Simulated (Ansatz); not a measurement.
Two members of one family (AlAs nanocrystals, H-capped) that differ in charge, which shifts all levels, computed with Ansatz in the gas phase. Levels of anions in sets without diffuse functions are rough. The structures are stationary points that may keep the symmetry of their start.

First: Al13As14H34⁺, cut from zinc blende (singlet, charge 1, PBE-D4/def2-SVP geometry).

```xyz
61

Al   -0.268   -3.946   -3.147
Al   -1.952    0.119   -4.174
Al    2.660   -3.856   -1.014
Al    4.295   -0.363    1.201
Al   -0.297    3.771   -2.653
Al    2.948    3.265    0.357
Al    1.182    0.015   -1.692
Al   -2.724   -1.050   -0.515
Al    0.416   -1.577    1.908
Al   -0.895    2.065    1.019
Al   -4.233    2.763   -1.328
Al    1.532    1.427    4.102
Al   -3.076   -0.116    4.428
As    1.548   -2.271   -2.544
As    0.085    1.425   -3.368
As   -2.275   -3.163   -1.805
As   -3.500    0.527   -2.228
As    3.202    0.968   -0.598
As    4.527   -2.636    0.168
As    1.000   -3.792    0.892
As    2.449   -0.583    2.848
As    1.826    4.509   -1.507
As   -1.858    3.475   -0.751
As    1.182    2.875    2.059
As   -0.463   -0.189    0.113
As   -1.344   -1.838    3.641
As   -2.639    1.769    2.779
H     0.282   -5.185   -2.265
H    -0.591   -4.007   -4.704
H    -2.469    0.757   -5.540
H    -1.493   -1.424   -4.029
H     3.138   -5.292   -1.492
H     5.664    0.228    1.756
H    -0.704    4.795   -3.801
H     4.309    3.920    0.857
H    -3.506   -1.329    0.859
H    -4.779    3.700   -2.499
H    -4.963    2.524    0.084
H     2.598    2.026    5.121
H     0.041    0.943    4.495
H    -2.564    0.367    5.857
H    -4.480   -0.762    4.034
H     2.511   -2.168   -3.722
H     1.070    1.497   -4.531
H    -3.471   -3.285   -2.739
H    -2.654   -4.316   -0.874
H    -4.789   -0.158   -2.681
H     4.277    1.112   -1.673
H     5.686   -2.564   -0.821
H     5.186   -3.571    1.177
H     1.434   -4.736    2.006
H    -0.270   -4.519    0.472
H     2.926   -1.592    3.890
H     2.904    4.784   -2.551
H     1.631    5.948   -1.043
H    -1.901    4.845   -0.074
H     0.817    4.267    2.570
H    -2.064   -3.122    3.241
H    -0.595   -2.398    4.845
H    -3.927    2.052    2.009
H    -2.580    3.067    3.577
```

| level | HOMO (eV) | LUMO (eV) | gap (eV) |
| --- | --- | --- | --- |
| PBE-D4/def2-SVP | -8.48 | -4.96 | 3.52 |
| PBE-D4/def2-TZVP | -8.49 | -5.00 | 3.49 |
| PBE0-D4/def2-SVP | -9.51 | -4.32 | 5.19 |
| PBE0-D4/def2-TZVP | -9.50 | -4.33 | 5.16 |

Second: Al15As14H36⁻, cut from zinc blende (singlet, charge -1, PBE-D4/def2-SVP geometry).

Cartesian coordinates in Å:
```
As -0.262 -3.378 -2.997
As -3.326 -0.309 -3.051
As 3.286 -1.939 -2.712
As 4.080 1.217 -1.148
As -2.490 3.244 -1.508
As 1.063 4.055 -0.666
As 0.293 0.495 -2.071
As -1.803 -2.180 0.203
As 1.894 -1.318 1.110
As -0.888 1.532 1.621
As -4.538 0.495 0.345
As -2.796 -1.031 3.916
As 2.948 2.240 2.193
As 0.852 -0.528 4.597
Al 1.064 -1.311 -3.572
Al -1.643 1.566 -3.128
Al -0.743 -4.258 -0.666
Al -3.868 -1.577 -0.932
Al 2.043 2.273 -2.107
Al 5.081 -0.184 -2.995
Al 3.463 -2.600 -0.313
Al 3.968 0.037 1.057
Al -0.962 5.269 -1.537
Al -3.004 2.467 0.787
Al 0.782 3.382 1.700
Al -0.141 -0.352 0.202
Al -3.082 -2.910 2.211
Al 1.364 -2.578 3.160
Al -1.138 0.858 3.967
H 0.362 -4.465 -3.875
H -1.593 -3.312 -3.750
H -4.648 0.131 -3.683
H -2.948 -1.327 -4.124
H 3.688 -3.180 -3.510
H 5.027 2.395 -0.916
H -3.829 3.720 -2.079
H 2.153 5.129 -0.597
H -5.807 1.087 -0.272
H -5.178 0.029 1.650
H -4.146 -0.323 4.031
H -2.815 -1.628 5.325
H 3.923 3.420 2.081
H 2.993 2.184 3.726
H 2.036 0.411 4.794
H 0.615 -0.836 6.079
H 0.930 -1.001 -5.139
H -1.502 2.114 -4.623
H -1.809 -5.452 -0.806
H 0.706 -4.475 -0.012
H -5.063 -2.600 -1.215
H 2.307 2.810 -3.594
H 4.955 0.575 -4.409
H 6.487 -0.817 -2.533
H 4.707 -1.558 0.140
H 3.758 -4.146 -0.028
H 5.193 -0.081 2.084
H -0.765 5.723 -3.066
H -1.478 6.315 -0.427
H -3.793 3.507 1.716
H 0.363 4.543 2.724
H -2.612 -4.273 2.904
H -4.636 -2.718 1.789
H -0.127 -3.182 3.098
H 2.587 -3.382 3.816
H -1.536 1.983 5.036
```

Estimate the same table for the second.


```csv
level,HOMO (eV),LUMO (eV),gap (eV)
PBE-D4/def2-SVP,-3.44,-0.16,3.27
PBE-D4/def2-TZVP,-3.50,-0.27,3.23
PBE0-D4/def2-SVP,-4.39,0.51,4.89
PBE0-D4/def2-TZVP,-4.42,0.42,4.83
```
